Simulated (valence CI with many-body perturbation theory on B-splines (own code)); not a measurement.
The numbers below are computed, except where a source is named.
## Run record, Ho XLVII

The program does CI of the valence electrons with many-body perturbation theory for a frozen closed Dirac-Fock core.

Command, and the settings that its task file holds:

```sh
python run_cv.py task.json out
```

```
atom Ho  Z=67  mass_number=165  rms_radius_fm=5.2022
core [Ar] 3d1
valence 3d3
avg = 1
basis = S
breit = 1
cap = 10000
capref = 1200
cscale = 1
de = 0.0
dress = 0
eps = 2e-08
extrap = 1
h = 0.27
hh = 1
l2 = 3
lcore = 6
maxit = 60
n2 = 5
natural = 1
nlev = 21
nno = [3, 3, 3, 3, 1]
nroot = 26
nsp = [3, 3, 2, 2, 0]
pt2 = 1
qed = 1
rpa = 1
s1 = 1
s2 = 1
s3 = 1
screen = 1
tol = 2e-05
whole = 1
```

(1) What became of the run, and why?

## Answers

(1) It gave no result: the perturbation theory needs a core of closed shells. The program said: "the core must hold closed shells only".
